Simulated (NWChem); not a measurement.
Program: NWChem. System: OSn, charge 1, spin multiplicity 2, at the geometry of a parent with another charge or spin, in a state set for the comparison that need not be this species' ground state. Its SCF solution wasn't tested for a lower state. Level: PBE0/x2c-SVPall-2c, spin-orbit ZORA.

Input file:

```
start mol
memory heap 200 mb stack 900 mb global 1100 mb
charge 1
geometry units angstroms nocenter noautoz noautosym
  Sn     0.000000     0.000000     0.253566
  O      0.000000     0.000000    -1.584789
end
basis spherical
  * library x2c-svpall-2c
end
relativistic
  zora on
end
dft
  xc pbe0
  odft
  mult 2
  semidirect memsize 60000000 filesize 0
  iterations 100
  grid fine
end
task sodft energy
```

NWChem printed:

```
             Northwest Computational Chemistry Package (NWChem) 7.3.0
             --------------------------------------------------------

                                NWChem Input Module
                                -------------------

 Scaling coordinates for geometry "geometry" by  1.889725989
 (inverse scale =  0.529177249)

                             Geometry "geometry" -> ""
                             -------------------------

 Output coordinates in angstroms (scale by  1.889725989 to convert to a.u.)

  No.       Tag          Charge          X              Y              Z
 ---- ---------------- ---------- -------------- -------------- --------------
    1 Sn                  50.0000     0.00000000     0.00000000     0.25356600
    2 O                    8.0000     0.00000000     0.00000000    -1.58478900

 Effective nuclear repulsion energy (a.u.)     115.1414713697

            Nuclear Dipole moment (a.u.)
            ----------------------------
        X                 Y               Z
 ---------------- ---------------- ----------------
     0.0000000000     0.0000000000    -0.0000226767


 Summary of "ao basis" -> "" (spherical)
 ------------------------------------------------------------------------------
       Tag                 Description            Shells   Functions and Types
 ---------------- ------------------------------  ------  ---------------------
 *                       x2c-svpall-2c                on all atoms

                                 NWChem DFT Module
                                 -----------------

 Summary of "ao basis" -> "ao basis" (spherical)
 ------------------------------------------------------------------------------
       Tag                 Description            Shells   Functions and Types
 ---------------- ------------------------------  ------  ---------------------
 Sn                      x2c-svpall-2c              18       50   6s8p4d
 O                       x2c-svpall-2c               6       14   3s2p1d

 Summary of "ao basis" -> "ao basis" (spherical)
 ------------------------------------------------------------------------------
       Tag                 Description            Shells   Functions and Types
 ---------------- ------------------------------  ------  ---------------------
 Sn                      x2c-svpall-2c              18       50   6s8p4d
 O                       x2c-svpall-2c               6       14   3s2p1d

            General Information
            -------------------
          SCF calculation type: DFT
          Wavefunction type:  spin polarized.
          No. of atoms     :     2
          No. of electrons :    57
           Alpha electrons :    29
            Beta electrons :    28
          Charge           :     1
          Spin multiplicity:     2
          Use of symmetry is: off; symmetry adaption is: off
          Maximum number of iterations: 100
          AO basis - number of functions:    64
                     number of shells:    24
          Convergence on energy requested:  1.00D-06
          Convergence on density requested:  1.00D-05
          Convergence on gradient requested:  5.00D-04

              XC Information
              --------------
                         PBE0 Method XC Functional
                     Hartree-Fock (Exact) Exchange  0.250
          PerdewBurkeErnzerhof Exchange Functional  0.750
            Perdew 1991 LDA Correlation Functional  1.000 local
           PerdewBurkeErnz. Correlation Functional  1.000 non-local

             Grid Information
             ----------------
          Grid used for XC integration:  fine
          Radial quadrature: Mura-Knowles
          Angular quadrature: Lebedev.
          Tag              B.-S. Rad. Rad. Pts. Rad. Cut. Ang. Pts.
          ---              ---------- --------- --------- ---------
          Sn                  1.45      141           6.0       974
          O                   0.60       70           7.0       590
          Grid pruning is: on
          Number of quadrature shells:   211
          Spatial weights used:  Erf1

          Convergence Information
          -----------------------
          Convergence aids based upon iterative change in
          total energy or number of iterations.
          Levelshifting, if invoked, occurs when the
          HOMO/LUMO gap drops below (HL_TOL):  1.00D-02
          DIIS, if invoked, will attempt to extrapolate
          using up to (NFOCK): 10 stored Fock matrices.

                    Damping( 0%)  Levelshifting(0.5)       DIIS
                  --------------- ------------------- ---------------
          dE  on:    start            ASAP                start
          dE off:    2 iters        100 iters           100 iters

      Screening Tolerance Information
      -------------------------------
          Density screening/tol_rho:  1.00D-10
          AO Gaussian exp screening on grid/accAOfunc:  14
          CD Gaussian exp screening on grid/accCDfunc:  20
          XC Gaussian exp screening on grid/accXCfunc:  20
          Schwarz screening/accCoul:  1.00D-10

 Performing spin-orbit DFT (SO-DFT) calculations
 -----------------------------------------------

          Performing ZORA calculations
          ----------------------------

      Superposition of Atomic Density Guess
      -------------------------------------

 Sum of atomic energies:       -5966.99823222

       Generating atomic ZORA corrections
       ----------------------------------

 Grid integrated density:      58.000000912374
 Requested integration accuracy:   0.10E-06
[...]
------------------------------------------------------------
EAF file 0: "./mol.aoints.0" size=524288 bytes
------------------------------------------------------------
               write      read    awrite     aread      wait
               -----      ----    ------     -----      ----
     calls:        1         0         0         0         0
   data(b): 5.24e+05  0.00e+00  0.00e+00  0.00e+00
   time(s): 0.00e+00  0.00e+00  0.00e+00  0.00e+00  0.00e+00
rate(mb/s): 0.00e+00  0.00e+00
------------------------------------------------------------

   convergence    iter        energy       DeltaE   RMS-Dens  Diis-err    time
 ---------------- ----- ----------------- --------- --------- ---------  ------
 d= 0,ls=0.0,diis     1  -6315.3829374860 -6.43D+03  7.99D-02  6.41D+03     8.1
                                                     8.00D-02  6.41D+03
 d= 0,ls=0.0,diis     2  -6314.5041925904  8.79D-01  6.76D-02  1.41D+01     8.5
                                                     4.79D-02  1.41D+01
 d= 0,ls=0.0,diis     3  -6312.2196389720  2.28D+00  5.58D-02  2.67D+01     8.9
                                                     2.50D-02  2.67D+01
 d= 0,ls=0.0,diis     4  -6318.2480192040 -6.03D+00  1.59D-02  5.01D+00     9.3
                                                     1.62D-02  5.01D+00
 d= 0,ls=0.0,diis     5  -6319.5841444077 -1.34D+00  5.63D-03  3.91D-01     9.8
                                                     1.06D-02  3.91D-01
 d= 0,ls=0.0,diis     6  -6319.7054769460 -1.21D-01  1.61D-03  7.71D-02    10.2
                                                     3.44D-03  7.71D-02
 d= 0,ls=0.0,diis     7  -6319.7248848840 -1.94D-02  6.73D-04  1.44D-03    10.7
                                                     1.72D-03  1.44D-03
 d= 0,ls=0.0,diis     8  -6319.7265947708 -1.71D-03  4.41D-04  2.10D-04    11.2
                                                     8.95D-04  2.10D-04
 d= 0,ls=0.0,diis     9  -6319.7269195896 -3.25D-04  2.21D-04  2.48D-04    11.6
                                                     1.81D-04  2.48D-04
 d= 0,ls=0.0,diis    10  -6319.7270017549 -8.22D-05  1.49D-04  8.21D-05    12.0
                                                     3.40D-05  8.21D-05
 d= 0,ls=0.0,diis    11  -6319.7270310513 -2.93D-05  1.77D-05  9.23D-07    12.5
                                                     1.99D-05  9.23D-07
 d= 0,ls=0.0,diis    12  -6319.7270316373 -5.86D-07  8.18D-06  1.33D-07    12.9
                                                     6.42D-06  1.33D-07
  zoraso: enough mem for repl

      Total SO-DFT energy =    -6319.727031935171
      One electron energy =    -8876.175481918041
           Coulomb energy =     2615.916739103508
    Exchange-Corr. energy =     -174.609760490357
 Nuclear repulsion energy =      115.141471369719

       Scaling correction =       85.715987195326

 Numeric. integr. density =       57.000000727732

     Total iterative time =      7.9s

                       DFT Final Molecular Orbital Analysis
                       ------------------------------------

 Vector   55  Occ=1.000000D+00  E=-5.936960D-01
              MO Center= -3.0D-08, -2.6D-08, -7.1D-01, r^2= 9.6D-01
  Bfn.         Coefficient        Function           Bfn.         Coefficient        Function
  ----     -------------------  ------------         ----     -------------------  ------------
    54     0.328575  -0.292076  2 O  px                55     0.292079   0.328572  2 O  py
    57     0.223769  -0.198912  2 O  px                58     0.198914   0.223767  2 O  py
    19     0.088552  -0.078716  1 Sn px                20     0.078717   0.088552  1 Sn py
    13    -0.070732   0.062875  1 Sn px                14    -0.062875  -0.070731  1 Sn py
    22     0.061146  -0.054354  1 Sn px                23     0.054354   0.061146  1 Sn py

 Vector   56  Occ=1.000000D+00  E=-5.702590D-01
              MO Center= -3.2D-10, -3.0D-10, -2.9D-04, r^2= 2.0D-03
  Bfn.         Coefficient        Function           Bfn.         Coefficient        Function
  ----     -------------------  ------------         ----     -------------------  ------------
   118     0.416432  -0.000001  2 O  px               119    -0.000001   0.416432  2 O  py
   121     0.291348  -0.000001  2 O  px               122    -0.000001   0.291348  2 O  py
    83     0.157588  -0.000000  1 Sn px                84    -0.000000   0.157588  1 Sn py
    77    -0.112854   0.000000  1 Sn px                78     0.000000  -0.112854  1 Sn py
    86     0.104292  -0.000000  1 Sn px                87    -0.000000   0.104292  1 Sn py

 Vector   57  Occ=1.000000D+00  E=-5.693271D-01
              MO Center=  6.7D-12,  6.4D-12,  5.0D-07, r^2= 2.4D-06
  Bfn.         Coefficient        Function           Bfn.         Coefficient        Function
  ----     -------------------  ------------         ----     -------------------  ------------
   119     0.422430   0.001663  2 O  py               118    -0.001661   0.422430  2 O  px
   122     0.296504   0.001167  2 O  py               121    -0.001166   0.296504  2 O  px
    84     0.136829   0.000539  1 Sn py                83    -0.000538   0.136829  1 Sn px
    78    -0.108189  -0.000426  1 Sn py                77     0.000425  -0.108189  1 Sn px
    87     0.101414   0.000399  1 Sn py                86    -0.000399   0.101414  1 Sn px

 Vector   58  Occ=0.000000D+00  E=-4.416527D-01
              MO Center= -5.8D-11, -4.7D-11, -6.0D-03, r^2= 1.3D-02
  Bfn.         Coefficient        Function           Bfn.         Coefficient        Function
  ----     -------------------  ------------         ----     -------------------  ------------
   120    -0.436351  -0.197561  2 O  pz                85     0.357765   0.161981  1 Sn pz
   123    -0.329702  -0.149275  2 O  pz                79    -0.273652  -0.123898  1 Sn pz
    70     0.222388   0.100688  1 Sn s                 69     0.164993   0.074702  1 Sn s
    88     0.147083   0.066593  1 Sn pz                68    -0.129024  -0.058416  1 Sn s
    76     0.114596   0.051884  1 Sn pz               117     0.107906   0.048855  2 O  s

 Vector   59  Occ=0.000000D+00  E=-3.426352D-01
              MO Center=  1.3D-08,  5.4D-08,  1.1D-01, r^2= 1.4D+00
  Bfn.         Coefficient        Function           Bfn.         Coefficient        Function
  ----     -------------------  ------------         ----     -------------------  ------------
    19     0.136858   0.382326  1 Sn px                20     0.382326  -0.136858  1 Sn py
    22     0.130247   0.363859  1 Sn px                23     0.363859  -0.130248  1 Sn py
    13    -0.091818  -0.256502  1 Sn px                14    -0.256502   0.091818  1 Sn py
    54    -0.059282  -0.165610  2 O  px                55    -0.165610   0.059282  2 O  py
    57    -0.048960  -0.136775  2 O  px                58    -0.136775   0.048960  2 O  py

 Vector   60  Occ=0.000000D+00  E=-3.340621D-01
              MO Center= -4.3D-09, -4.3D-09, -3.1D-03, r^2= 9.6D-03
  Bfn.         Coefficient        Function           Bfn.         Coefficient        Function
  ----     -------------------  ------------         ----     -------------------  ------------
    83     0.399399  -0.000000  1 Sn px                84    -0.000000   0.399399  1 Sn py
    86     0.383555  -0.000000  1 Sn px                87    -0.000000   0.383555  1 Sn py
    77    -0.266839   0.000000  1 Sn px                78     0.000000  -0.266839  1 Sn py
   118    -0.198640   0.000000  2 O  px               119     0.000000  -0.198640  2 O  py
   121    -0.171944   0.000000  2 O  px               122     0.000000  -0.171944  2 O  py

   alpha - beta orbital overlaps
   -----------------------------

   alpha      1      2      3      4      5      6      7      8      9     10
    beta      1      2      3      4      5      5      7      8      9     10
 overlap   1.166  1.508  1.772  1.796  1.044  0.090  1.271  1.271  1.271  1.643

   alpha     11     12     13     14     15     16     17     18     19     20
    beta     11     12     13     14     15      7      8      9     54     55
 overlap   1.643  1.621  1.237  1.237  1.220  0.014  0.014  0.015  0.107  0.107

   alpha     21     22     23     24     25     26     27     28     29     30
    beta     15     54     55      5      7      8      9      7      8      9
 overlap   0.079  0.069  0.069  0.071  0.017  0.017  0.016  0.068  0.068  0.066

   alpha     31     32     33     34     35     36     37     38     39     40
    beta     31     32     33     34     35     36     37     38     39     40
 overlap   1.125  1.126  1.125  1.126  1.125  1.097  1.103  1.096  1.103  1.097

   alpha     41     42     43     44     45     46     47     48     49     50
    beta     36     55     38     54     40     36     37     38     39     40
 overlap   0.029  0.038  0.030  0.038  0.029  0.019  0.020  0.019  0.020  0.019

   alpha     51     52     53     54     55     56     57     58     59     60
    beta     51     52     52     54     55      5     54     55      5     36
 overlap   1.074  0.393  0.269  0.365  0.365  0.253  0.249  0.249  0.113  0.001

   alpha     61     62     63     64
    beta     55     52     54     40
 overlap   0.009  0.013  0.009  0.001

     --------------------------
     Expectation value of S2:
     --------------------------
      <S2> =      0.7743 (Exact =     0.7500)

     Multipole analysis of the density
     ---------------------------------

     L   x y z        total         alpha         beta         nuclear
     -   - - -        -----         -----         ----         -------
     0   0 0 0      1.000000    -28.993167    -28.006833     58.000000

     1   1 0 0      0.000000      0.000000      0.000000      0.000000
     1   0 1 0      0.000000      0.000000      0.000000      0.000000
     1   0 0 1      1.381002      1.573455     -0.192430     -0.000023

     2   2 0 0    -17.903135     -9.181346     -8.721789      0.000000
     2   1 1 0      0.000000      0.000000      0.000000      0.000000
     2   1 0 1     -0.000000      0.000000     -0.000000      0.000000
     2   0 2 0    -17.903135     -9.181346     -8.721789      0.000000
     2   0 1 1     -0.000000      0.000000     -0.000000      0.000000
     2   0 0 2    -19.624769    -56.637266    -46.219139     83.231636

 Task  times  cpu:       13.3s     wall:       13.3s

 Total times  cpu:       13.4s     wall:       13.4s
```
